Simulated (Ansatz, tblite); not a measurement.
Cost and result up the ladder for [WO3Cl]- (WClO3⁻) (5 atoms). Total charge -1; singlet. Geometry: r2SCAN-D4/def2-SVPD.

Cartesian coordinates in Å:
```
W -0.0033 -0.0415 -0.1040
O 0.2290 -1.7785 -0.0700
O -1.5541 0.3067 -0.8429
O 1.2617 0.6786 -1.0805
Cl 0.0667 0.8347 2.0973
```

Ansatz on 4 threads of Arm Neoverse V1 on a shared host; xTB runs through tblite on one thread. Times are rough, summed over both states, and most runs start from the orbitals of an earlier one. No level here is sound enough to serve as a yardstick. The other state is a doublet.

In the def2 sets W takes a core potential; there is no spin–orbit coupling. The xTB rows come from tblite. Correlated methods freeze 8 core orbitals; core or outer-core shells of W are correlated, in sets that lack core-valence functions. The rows differ in basis, and correlated rows in double-zeta sets carry the largest basis error.

Run but left out: HF/def2-SVPD, MP2/def2-SVPD (neutral doublet: ⟨S²⟩ 1.12, where a pure state has 0.75).

Correlated methods converge slowly with the basis, most of all in double-zeta sets.

Raw xTB energies of ions are shifted by several eV.

```csv
level,functions,wall time
GFN1-xTB,30,0.011 s
GFN2-xTB,30,0.011 s
PBE-D4/def2-TZVPD (with forces),209,9.9 s
r2SCAN-D4/def2-TZVPD,209,37 s
CCSD(T)/def2-SVPD,131,3.1 min
```

Q: Estimate what each level gives for the vertical IE (eV).

A: 
```csv
level,vertical IE (eV),remarks
GFN1-xTB,10.68,–
GFN2-xTB,9.72,–
PBE-D4/def2-TZVPD (with forces),5.18,–
r2SCAN-D4/def2-TZVPD,5.31,–
CCSD(T)/def2-SVPD,5.68,"spin-contaminated (⟨S²⟩ 1.12) (doublet), test for broken spin undecided (-1 singlet)"
```
